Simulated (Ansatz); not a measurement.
`C[O][InH][Cl]` → Cl• + `C[O][InH]`• at 600 K and 1 bar (homolysis of the Cl–In bond).

Gas-phase electronic energies from Ansatz, PBE0-D4/def2-TZVP geometries. CCSD(T)/CBS adds triple-zeta CCSD(T) − MP2 to the extrapolated MP2 energy (def2 sets, frozen cores). This one scheme is used for every species, atoms too. No spin–orbit coupling; open shells (•) take unrestricted orbitals. Spin–orbit coupling would lower the free atoms: a little for Cl. def2 core potentials past Kr. For In outer-core shells are correlated without core-valence functions, so the limit isn't a true one: a few kJ/mol of doubt a bond, and 10 to 20 or more in all where bonds break to atoms. One conformer a species, not always the lowest.

| species | CCSD(T)/CBS energy (Eh) | H − E (kJ/mol) | S (J/(mol·K)) |
| --- | --- | --- | --- |
| `C[O][InH][Cl]` | -765.26650 | 180.2 | 432.6 |
| Cl• | -459.70966 | 12.5 | 182.8 |
| `C[O][InH]`• | -305.39769 | 161.4 | 380.9 |

H − E and S are ideal-gas, rigid-rotor, harmonic terms from PBE0-D4/def2-TZVP, for one conformer and one mirror image of each species, with the whole ground term of open shells counted as degenerate. 1 Eh = 2625.50 kJ/mol, R = 8.31446 J/(mol·K).

By hand: ΔE, ΔH, ΔS and ΔG.

ΔE = (-459.70966) + (-305.39769) − (-765.26650) = 0.15915 Eh = 417.8 kJ/mol. Δ(H − E) = 12.5 + 161.4 − 180.2 = -6.3, so ΔH = 411.5 kJ/mol. ΔS = 182.8 + 380.9 − 432.6 = 131.1 J/(mol·K). ΔG = 411.5 − 600 × (131.1)/1000 = 332.8 kJ/mol.

By hand: the equilibrium constant, and the temperature at which ΔG would vanish if ΔH and ΔS stayed fixed.

log₁₀ K = −ΔG/(RT ln 10) = -29.0. ΔG = 0 at ΔH/ΔS = 3139 K, far beyond where these terms or the molecules hold.

The number of gas molecules changes by +1, which sets the sign of ΔS. A doubt of 5 kJ/mol in ΔE shifts log₁₀ K by 0.4 here. Other conformers and mirror images would add mixing entropy, several J/(mol·K) or more a flexible species. These are equilibria of isolated gas molecules and say nothing of rates. Largest T1 diagnostic: 0.020 (customary marks: 0.02 for closed shells, 0.045 for open ones).
